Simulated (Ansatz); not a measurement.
`[SH][InH2]`. The species carries charge 0 and has multiplicity 1. In: def2 effective core potential. The structure was optimised at the PBE0-D4/def2-TZVP level.

```xyz
5

S     1.185   -1.251    0.027
In   -0.228    0.657   -0.236
H     0.344   -1.891    0.855
H    -1.712    0.621    0.618
H     0.412    1.864   -1.264
```

What is the dipole moment at r2SCAN/def2-TZVPP? (Best estimate.)

Computed: 1.56 D, with components (-1.31, 0.81, 0.28) D in this frame, pointing from negative to positive charge.

And with PBE, B3LYP, ωB97M-V? (Estimate.)

Computed: PBE 1.43 D, B3LYP 1.53 D, ωB97M-V 1.65 D.

Give the Mulliken charges with r2SCAN, PBE, ωB97M-V in def2-TZVPP. (An estimate is asked.)

Computed: 
```csv
atom,r2SCAN,PBE,ωB97M-V
S1,-0.40,-0.38,-0.38
In2,0.53,0.49,0.43
H3,0.11,0.12,0.12
H4,-0.12,-0.12,-0.09
H5,-0.12,-0.12,-0.08
```

B3LYP here is the variant with VWN-RPA as its local correlation; programs differ in this.
